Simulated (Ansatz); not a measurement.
Consider the isomerisation: `CB[SiH](O)Cl` → `CB(Cl)[SiH2]O`.

Program: Ansatz. Geometries: PBE0-D4/def2-TZVP. ΔE: electronic, gas phase. CCSD(T)/CBS is the MP2 limit (def2-TZVPP, def2-QZVPP) plus CCSD(T) − MP2 in def2-TZVPP, frozen cores. Functionals use def2-TZVPP. B3LYP here is the variant with VWN-RPA as its local correlation; programs differ in this. One conformer a species, not always the lowest.

```json
{"level": "PBE0-D4", "ΔE (kJ/mol)": "9.2"}
{"level": "ωB97M-V", "ΔE (kJ/mol)": "12.2"}
{"level": "PBE", "ΔE (kJ/mol)": "6.1"}
{"level": "B3LYP", "ΔE (kJ/mol)": "10.9"}
{"level": "MP2/def2-TZVPP", "ΔE (kJ/mol)": "9.2"}
{"level": "CCSD/def2-TZVPP", "ΔE (kJ/mol)": "9.9"}
{"level": "MP2/def2-QZVPP", "ΔE (kJ/mol)": "11.2"}
{"level": "SCS-MP2/def2-QZVPP", "ΔE (kJ/mol)": "12.1"}
```

What does CCSD(T)/CBS give? (Estimate.)

Ansatz gave: +10.9 kJ/mol. The listed levels differ from it by -1.7, 1.3, -4.8, 0.0, -1.7, -1.0, 0.3, 1.2 kJ/mol.

Largest T1 diagnostic among the species: 0.012.

In def2-TZVPP, CCSD(T) changes the Hartree–Fock value by −10.5 kJ/mol (the triples alone add −2.1 kJ/mol) and MP2 by −9.1 kJ/mol.
